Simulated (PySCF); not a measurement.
Excitations are Tamm–Dancoff values on a coarser integration grid. The basis has no diffuse functions, so Rydberg states are missing or too high.

## Cl3Ga, SMILES `[Cl][Ga]([Cl])[Cl]` (charge 0, multiplicity 1)

Method: PBE-D3(BJ)/def2-TZVP // B3LYP-D3(BJ)/def2-TZVP run with PySCF 2.14.0.

* **HOMO**: -8.01 eV
* **dipole moment**: 0.00 D
* **LUMO**: -3.03 eV
* **HOMO–LUMO gap**: 4.98 eV
* **S1 excitation (TDA)**: 5.14 eV
* **S1 oscillator strength**: 0.000
* **T1 excitation (TDA)**: 4.82 eV
* **S1–T1 gap (TDA)**: 0.32 eV
* **total energy**: -3304.8135 Ha
* **cost**: roughly 70 core-seconds

```xyz
4

Cl    -1.2361    -1.7304    -0.0090
Ga     0.0000     0.0001     0.0000
Cl    -0.8806     1.9358    -0.0043
Cl     2.1167    -0.2054     0.0133
```
Charge 0, spin multiplicity 1.
